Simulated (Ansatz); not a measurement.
All numbers were calculated with Ansatz.

A structure relaxed at PBE0-D4/def2-TZVP, charge 0, multiplicity 1:

Cartesian coordinates in Å:
```
B 2.0791 -0.5001 -0.0589
C 0.5568 -0.6308 -0.1225
C -0.2187 0.4422 0.0900
C -1.6993 0.4734 0.0620
F -2.2480 -0.7539 -0.2145
H 2.5578 0.5726 0.1836
H 2.8031 -1.4345 -0.2435
H 0.0571 -1.5726 -0.3367
H 0.2435 1.4047 0.3077
H -2.0454 1.1854 -0.6989
H -2.0859 0.8137 1.0316
```

(1) Give its formula and SMILES.

(2) Point group (tolerance 0.08 Å, 0.16 Å for H)?

(3) Summarise the bond lengths by kind.

Results:

(1) C3H6BF, `B/C=C/CF`.

(2) Cs.

(3) 1 × B–C 1.529 Å; 2 × B–H 1.196 to 1.199 Å; 2 × C–C 1.341 to 1.481 Å; 4 × C–H 1.087 to 1.098 Å; 1 × C–F 1.373 Å.
